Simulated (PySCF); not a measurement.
# Bi: ionisation energy

Bi [Xe] 4f14 5d10 6s2 6p3 (4S) → Bi⁺ [Xe] 4f14 5d10 6s2 6p2 (3P), as a difference of total energies. All numbers are calculated (PySCF 2.14, scalar relativity by spin-free X2C-1e, in ANO-RCC-VTZP). The calculations carry no spin-orbit coupling.

| method | ionisation energy (eV) |
| --- | --- |
| UHF | 8.223 |
| CAM-B3LYP | 8.598 |
| B3LYP | 8.582 |
| MN15 | 8.748 |

Spin-orbit coupling is strong in these open shells (close to jj coupling). The scalar numbers leave it out and a first-order estimate fails, so it can dominate the gap to the real levels.

For comparison: 7.286 eV (measured; NIST Atomic Spectra Database, ionization energies).
